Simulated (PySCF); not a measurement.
One of the candidates below gave these computed data.

All candidates are C6H12O2.

- 1H NMR: chemical shifts (computed TMS as zero) by class: 3.81 (2 H), 2.38 (2 H), 2.17 (3 H), 1.41 (2 H), 1.34 (2 H), 0.02 (1 H) ppm [GIAO PBE0/pcSseg-1]
- Rotational structure: rotational constants A, B, C: 4.740, 0.813, 0.764 GHz [GFN2-xTB]
- Dipole: 3.18 D [PBE0/pcSseg-1]
- NMR, other nuclei: isotropic shieldings of nuclei other than C and H, by class: -330 (1 O), 291 (1 O) ppm [GIAO PBE0/pcSseg-1]
- 13C NMR: chemical shifts (computed TMS as zero) by class: 212.0 (1 C), 69.0 (1 C), 44.7 (1 C), 38.5 (1 C), 32.7 (1 C), 21.5 (1 C) ppm [GIAO PBE0/pcSseg-1]

Gas-phase values; electronic properties from PySCF, density fitting. Levels stand in brackets. Geometry: GFN2-xTB, one conformer, isolated molecule. GFN2-xTB frequencies show an imaginary mode (22i cm⁻¹), so this geometry is no minimum at that level. Each NMR value is the plain mean over a class of atoms that symmetry, rotation or inversion makes alike.

Task: Which candidate is it?
A. `CC(C)[C@H](C)C(=O)O`
B. `OC[C@H]1CCCCO1`
C. `CC(=O)OC(C)(C)C`
D. `CC(C)OC[C@@H]1CO1`
E. `CC(=O)CCCCO`

Result: E. It is `CC(=O)CCCCO`. Numbering: `[CH3:1][C:2](=[O:3])[CH2:4][CH2:5][CH2:6][CH2:7][OH:8]`. Its formula, C6H12O2, gives 1 degree of unsaturation: 0 rings and 1 π bond in the structure found. 6 carbons fall into 6 classes; from least to most shielded: ketone carbonyl carbon [C2] (212.0 ppm), carbinol carbon (C–OH) [C7] (69.0 ppm), sp3 carbon next to a carbonyl [C4] (44.7 ppm), chain CH2 carbon [C6] (38.5 ppm), methyl carbon next to a carbonyl [C1] (32.7 ppm), chain CH2 carbon [C5] (21.5 ppm). Hydrogen classes from least to most shielded: 2 H on a carbinol carbon (C–OH), C7 (3.81 ppm), 2 H on an sp3 carbon next to a carbonyl, C4 (2.38 ppm), 3 H on a methyl carbon next to a carbonyl, C1 (2.17 ppm), 2 H on a chain CH2 carbon, C6 (1.41 ppm), 2 H on a chain CH2 carbon, C5 (1.34 ppm, a mean of values up to 0.8 ppm apart in this geometry), 1 H on an alcohol oxygen, O8 (0.02 ppm). The other shieldings belong to: -330 ppm, ketone oxygen [O3]; 291 ppm, alcohol oxygen [O8]. The optimised geometry has point group C1 and is an asymmetric top.

The others, at the same levels:
- `CC(=O)OC(C)(C)C` fails: it has 4 carbon classes against 6; its computed 13C shifts are 176.1 (1 C), 80.6 (1 C), 28.8 (3 C), 25.0 (1 C) ppm, 1H shifts are 2.06 (3 H), 1.52 (9 H) ppm and rotational constant A is 3.327 GHz (against 4.740 GHz).
- `CC(C)[C@H](C)C(=O)O` fails: its computed 13C shifts are 181.0 (1 C), 46.2 (1 C), 36.4 (1 C), 24.9 (1 C), 19.0 (1 C), 16.2 (1 C) ppm, 1H shifts are 6.03 (1 H), 2.62 (1 H), 1.69 (1 H), 1.29 (3 H), 1.13 (3 H), 1.05 (3 H) ppm and rotational constant A is 2.425 GHz (against 4.740 GHz).
- `CC(C)OC[C@@H]1CO1` fails: its computed 13C shifts are 76.7 (1 C), 75.6 (1 C), 49.0 (1 C), 44.4 (1 C), 26.3 (1 C), 21.1 (1 C) ppm, 1H shifts are 4.53 (1 H), 3.49 (1 H), 2.83 (1 H), 2.57 (1 H), 2.56 (1 H), 2.28 (1 H), 1.22 (3 H), 1.19 (3 H) ppm and rotational constant A is 5.225 GHz (against 4.740 GHz).
- `OC[C@H]1CCCCO1` fails: its computed 13C shifts are 82.1 (1 C), 72.5 (1 C), 69.8 (1 C), 30.4 (1 C), 29.9 (1 C), 27.5 (1 C) ppm, 1H shifts are 4.24 (1 H), 4.22 (1 H), 3.58 (1 H), 3.46 (1 H), 3.13 (1 H), 2.12 (1 H), 1.93 (1 H), 1.50 (1 H), 1.43 (1 H), 1.32 (1 H), 1.29 (1 H), 1.21 (1 H) ppm and rotational constant A is 3.697 GHz (against 4.740 GHz).

Each candidate is one conformer, not necessarily the lowest. Dipoles, sizes and rotational constants follow the conformer. The torsions of the flexible species, by atom-mapped SMILES:
- `[CH3:1][C:2](=[O:3])[O:4][C:5]([CH3:6])([CH3:7])[CH3:8]`: C1–C2–O4–C5 -179°, C2–O4–C5–C6 180°
- `[CH3:1][CH:2]([CH3:3])[C@H:4]([CH3:5])[C:6](=[O:7])[OH:8]`: C1–C2–C4–C5 179°, C2–C4–C6–O7 73°, H–O8–C6–C4 179°
- `[CH3:1][CH:2]([CH3:3])[O:4][CH2:5][C@@H:6]1[CH2:7][O:8]1`: C1–C2–O4–C5 -163°, C2–O4–C5–C6 175°, O4–C5–C6–C7 -86°

The conformers of `CC(=O)CCCCO` and `OC[C@H]1CCCCO1` aren't listed.
